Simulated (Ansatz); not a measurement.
K7H8, relaxed as a doublet with UKS PBE0-D4/def2-SVP in Ansatz, starting from the GFN2-xTB geometry. Force threshold 0.02 eV/Å.

The relaxation made no stability test and no search for a lower SCF solution. The structure comes from a short search, and lower isomers may exist.

Start:

```xyz
15

K     0.179    3.327    2.915
K     0.710    0.808   -3.466
K    -1.266   -2.319   -3.775
K    -0.639   -1.795    0.352
K    -0.071   -0.092    3.514
K    -0.747    2.009   -0.421
K    -0.935   -5.057   -1.162
H    -0.586    1.739   -2.302
H     0.126    1.737    4.064
H     2.830    1.006   -0.915
H    -0.479   -0.780    1.846
H    -0.059   -1.119   -1.224
H    -0.112    2.867    1.075
H    -1.143   -3.613    0.036
H     2.191    1.283   -0.538
```

(1) Estimate the energy that the relaxation releases and the steps that it takes.

(2) Does the start keep its bonding?

(3) Predict the relaxed structure.

Results:

(1) 213.4 kcal/mol, in 40 steps; 12 min on 4 threads of Arm Neoverse V1 on a shared host. The force fell under the threshold at step 37, but the optimiser went on. No frequencies were taken in this run, so the end may be a saddle point.

(2) Bonds lost: K2–K3, K3–K4, K4–K6, K5–K6 (atoms count from 1). Bonds formed: K2–H12, K2–H13, K3–H8, K3–H12, K6–H11 (atoms count from 1). Metal–metal contacts that move far: K3–K6 5.50 to 3.95 Å. The end holds 2 separate pieces.

(3) 
```xyz
15

K     1.456    3.505    1.811
K     0.599    1.827   -2.721
K    -1.775   -1.178   -3.456
K     0.339   -2.221    0.313
K    -0.540    0.412    4.041
K    -1.578    1.125   -0.254
K    -1.255   -5.437   -2.111
H    -1.954    1.344   -2.918
H     0.784    2.457    3.914
H     2.356    0.382    1.225
H    -1.085   -0.459    1.785
H     0.224   -0.582   -1.720
H     0.521    2.878   -0.390
H     0.017   -4.646   -0.173
H     1.892    0.593    0.655
```
Bond lengths (bridged metal pairs left out): 1 × K–K 4.50 Å; 16 × H–K 2.44 to 2.74 Å.
